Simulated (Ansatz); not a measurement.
`C[CH2][SnH]([F])[Cl]` and `[NH2][SnH]([F])[Cl]` differ in one atom or group.

Ansatz, PBE0-D4/def2-TZVP geometries, multiplicity 1. Each molecule was computed in one conformer, which needn't be the lowest.

Elements past krypton have def2 core potentials.

```csv
property,`C[CH2][SnH]([F])[Cl]`
LUMO energy (PBE0/def2-TZVPP) / eV,-0.78
HOMO–LUMO gap (PBE0/def2-TZVPP) / eV,7.67
HOMO energy (PBE0/def2-TZVPP) / eV,-8.45
HOMO energy (B3LYP/def2-TZVPP) / eV,-8.23
HOMO energy (PBE/def2-TZVPP) / eV,-7.18
LUMO energy (B3LYP/def2-TZVPP) / eV,-1.11
```

Give the same properties after the change, and the shifts. (An estimate is asked.)

Computed: 
```csv
property,`[NH2][SnH]([F])[Cl]`,shift
LUMO energy (PBE0/def2-TZVPP) / eV,-1.25,-0.47
HOMO–LUMO gap (PBE0/def2-TZVPP) / eV,7.07,-0.60
HOMO energy (PBE0/def2-TZVPP) / eV,-8.32,0.13
HOMO energy (B3LYP/def2-TZVPP) / eV,-8.06,0.17
HOMO energy (PBE/def2-TZVPP) / eV,-6.82,0.36
LUMO energy (B3LYP/def2-TZVPP) / eV,-1.60,-0.49
```

With PBE0 the HOMO rises by 0.13 eV and the LUMO falls by 0.47 eV, so the gap narrows by about 0.60 eV. PBE moves the HOMO by 0.36 eV and ωB97M-V by -0.11 eV.

B3LYP here is the variant with VWN-RPA as its local correlation; programs differ in this.
